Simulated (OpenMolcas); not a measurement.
**As: effect of the basis set**

| Item | Value |
| --- | --- |
| Program | OpenMolcas 26.06 |
| Method | SS-CASPT2, IPEA 0.25 Eh, imaginary shift 0.1 Eh (closed shells correlated: 3d 4s) |
| Active space | 3 electrons in 3 orbitals (4p) |
| State averaging | 2S+1 = 4 odd, 1 root; 2S+1 = 2 odd, 8 roots |
| Spin-orbit coupling | RASSI with atomic mean-field integrals over the reference wave functions, term energies averaged over their components |

A. ANO-RCC-VDZP [5s4p2d], DKH2, point nucleus; CASPT2 step of the order of 0.8 core-seconds
B. ANO-R1 [5s4p3d1f], X2C, finite nucleus; CASPT2 step about 0.5 core-seconds
C. ANO-RCC-VTZP [6s5p3d1f], DKH2, point nucleus; CASPT2 step roughly 1.1 core-seconds
D. ANO-RCC-VQZP [7s6p4d2f1g], DKH2, point nucleus; CASPT2 step roughly 1.4 core-seconds
E. ANO-R2 [6s5p4d3f1g], X2C, finite nucleus; CASPT2 step roughly 1.2 core-seconds
F. ANO-R3 [7s6p5d3f2g], X2C, finite nucleus; CASPT2 step of the order of 2.2 core-seconds

Energies in cm⁻¹ above 4s² 4p³ ⁴S°_3/2, the measured ground level; measured values from NIST Handbook of Basic Atomic Spectroscopic Data.

```tsv
Level	A	B	C	D	E	F	Measured
4s² 4p³ ⁴S°_3/2	0.0	0.0	0.0	0.0	0.0	0.0	0.0
4s² 4p³ ²D°_3/2	12970	13550	11600	11050	11770	11420	10593
4s² 4p³ ²D°_5/2	13190	13730	11810	11270	11990	11630	10915
4s² 4p³ ²P°_1/2	21180	22110	19890	19200	20100	19550	18186
4s² 4p³ ²P°_3/2	21470	22360	20170	19500	20400	19850	18648
```

Deviations, from unrounded energies. A percentage is the sum of absolute deviations over the sum of measured energies, with the sign that they share, or ± where signs differ.

| Against measurement | Levels | A | B | C | D | E | F |
| --- | --- | --- | --- | --- | --- | --- | --- |
| mean absolute deviation (cm-1) | 4 | 2600 | 3400 | 1300 | 670 | 1500 | 1000 |
| other terms of the ground configuration (%) | 4 | +17.9 | +23.0 | +8.8 | +4.6 | +10.2 | +7.0 |

D lies closest to measurement on these levels and B furthest from it. The largest miss of D in the table is 4s² 4p³ ²P°_1/2, by +1000 cm-1. The ranking rests on the paired levels alone, and a cruder setting can come out closer through cancelling errors.

Among A to F the level of the table that moves most is 4s² 4p³ ²P°_1/2, by 2900 cm-1 (lowest in D, highest in B). Moves below CASPT2's spread within the term are not significant.

CASPT2 does not keep the components of a term degenerate, so their means are used; among the terms shown or strongly mixed into the levels shown the widest spread is 200 cm-1 (4s² 4p³ ²D°, B). With the s shell closed, the reference lacks s² → p² mixing. Some terms miss by over 15 % even with CASPT2, which points to a basis or an active space too small for the shells correlated (holds for A; B). Measured partners are found by configuration, term and J. A level has none where our copy of the source lacks it or the pairing is in doubt (some pairs that miss far off the trend of their configuration count as doubtful), and it then counts in no deviation. Only configurations of the active space appear.

° marks odd parity.
